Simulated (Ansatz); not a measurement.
Gas-phase electronic energies from Ansatz, PBE0-D4/def2-TZVP geometries. CCSD(T)/CBS is the MP2 limit (def2-TZVPP, def2-QZVPP) plus CCSD(T) − MP2 in def2-TZVPP, frozen cores. This one scheme is used for every species. Functionals use def2-TZVPP. Each species was taken in one conformer, which may not be the lowest.

Reaction (cleavage of the Si–B bond): `B[SiH](F)F` + `C=N` → `C=N[SiH](F)F` + BH₃

| level | ΔE (kJ/mol) |
| --- | --- |
| r2SCANh-D4 | -84.0 |
| MP2/def2-SVP | -83.7 |
| CCSD/def2-SVP | -73.4 |
| MP2/CBS(def2) | -92.2 |

What does CCSD(T)/CBS give? (Estimate.)

The calculation gave: -82.2 kJ/mol. The listed levels differ from it by -1.8, -1.5, 8.8, -10.0 kJ/mol.

What do rigid-rotor, harmonic-oscillator terms from PBE0-D4/def2-TZVP frequencies (298.15 K, 1 bar) make of the CCSD(T)/CBS value? (An estimate is asked.)

The calculation gave: ΔZPE = -6.0 kJ/mol, ΔH = -87.9 kJ/mol, ΔS = -35 J/(mol·K), ΔG = -77.5 kJ/mol. Modes under 50 cm⁻¹ make the entropy rough.

Largest T1 diagnostic among the species: 0.013.

At CCSD(T), def2-SVP lies +8.8 kJ/mol from the extrapolated value and def2-TZVPP +0.7 kJ/mol. Leaving LDA and LC-ωPBE aside and taking each functional with its dispersion term where it has one, the values, not all of them listed here, spread over 21.3 kJ/mol, from BHLYP-D4 to PBE-D4. LDA lies −7.0 kJ/mol from PBE without D4. The D4 term adds −4.0 kJ/mol with B3LYP and −2.1 kJ/mol with PBE0; it sums over pairs of atoms, weighted by their polarisabilities, and B3LYP, whose exchange is more repulsive, gets the larger term.

B3LYP here is the variant with VWN-RPA as its local correlation; programs differ in this.
